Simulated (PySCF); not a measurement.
From one molecule to another.

First species: C5H15NOSi2.
SMILES with atom numbers: `[CH3:1][CH:2]([CH3:3])[CH2:4][C:5](=[O:6])[Si@H:7]([NH2:8])[SiH3:9]` (hydrogens: H10, H11, H12 on C1; H13 on C2; H14, H15, H16 on C3; H17, H18 on C4; H19 on Si7; H20, H21 on N8; H22, H23, H24 on Si9)

Second species: C4H9NO3Si.
Z-matrix (Å and degrees, GFN2-xTB geometry), rows numbered from 1:
```
C 
N   1  1.4413
C   2  1.3334  1  123.14
O   3  1.2107  2  126.26  1     1.40
C   3  1.5592  2  112.75  1  -179.38
C   5  1.4989  3  105.79  2  -118.58
O   6  1.1990  5  122.51  3   119.03
O   5  1.3741  3  112.51  2     5.48
Si  8  1.6445  5  129.49  3  -113.87
H   1  1.0908  2  110.56  3   117.32
H   1  1.0909  2  110.39  3  -121.71
H   1  1.0889  2  107.73  3    -2.25
H   2  1.0111  1  119.23  3  -176.29
H   5  1.1005  3  106.18  2   126.07
H   6  1.0998  5  114.29  3   -58.90
H   9  1.4662  8   93.76  5   175.46
H   9  1.4610  8  112.99  5    62.61
H   9  1.4557  8  113.89  5   -69.87
```

Levels: PBE0/pcSseg-1 for dipole moment, HOMO energy, LUMO energy and HOMO–LUMO gap; GFN2-xTB for rotational constant A and rotational constant C. Geometries: GFN2-xTB. Each structure is a single optimised conformer of the isolated species, non-relativistic unless stated; the electronic structure was computed with PySCF and density fitting.

Dipoles, sizes and rotational constants follow the conformer. The torsions of the flexible species, by atom-mapped SMILES:
- `[CH3:1][CH:2]([CH3:3])[CH2:4][C:5](=[O:6])[Si@H:7]([NH2:8])[SiH3:9]`: C1–C2–C4–C5 71°, C2–C4–C5–O6 27°, C4–C5–Si7–N8 -158°, H–N8–Si7–C5 57°, H–N8–Si7–C5 -79°
- `[CH3:1][NH:2][C:3](=[O:4])[C@@H:5]([CH:6]=[O:7])[O:8][SiH3:9]`: C1–N2–C3–O4 1°, N2–C3–C5–C6 -119°, C3–C5–C6–O7 119°, C3–C5–O8–Si9 -114°

Values for the first species:

```
Dipole moment         : 1.01 D
HOMO energy           : -6.40 eV
LUMO energy           : -1.15 eV
HOMO–LUMO gap         : 5.25 eV
Rotational constant A : 1.726 GHz
Rotational constant C : 0.509 GHz
```

(1) Estimate the same properties for the second species, and the change in each.

Answers

(1) 
```json
{"property": "dipole moment", "first": "1.01 D", "second": "1.78 D", "second less first": "+0.77 D"}
{"property": "HOMO energy", "first": "-6.40 eV", "second": "-7.54 eV", "second less first": "-1.14 eV"}
{"property": "LUMO energy", "first": "-1.15 eV", "second": "-1.43 eV", "second less first": "-0.28 eV"}
{"property": "HOMO–LUMO gap", "first": "5.25 eV", "second": "6.11 eV", "second less first": "+0.86 eV"}
{"property": "rotational constant A", "first": "1.726 GHz", "second": "2.182 GHz", "second less first": "+0.456 GHz"}
{"property": "rotational constant C", "first": "0.509 GHz", "second": "0.771 GHz", "second less first": "+0.262 GHz"}
```

On the first: In atomic units the dipole is 0.40 e·bohr (1 au = 2.5417 D). A dipole of 1.01 D is allowed in C1, and pure rotational transitions are dipole-allowed.

On the second: The dipole equals about 5.9 × 10⁻³⁰ C·m (1 D = 3.33564 × 10⁻³⁰ C·m). A dipole of 1.78 D is allowed in C1, and pure rotational transitions are dipole-allowed.
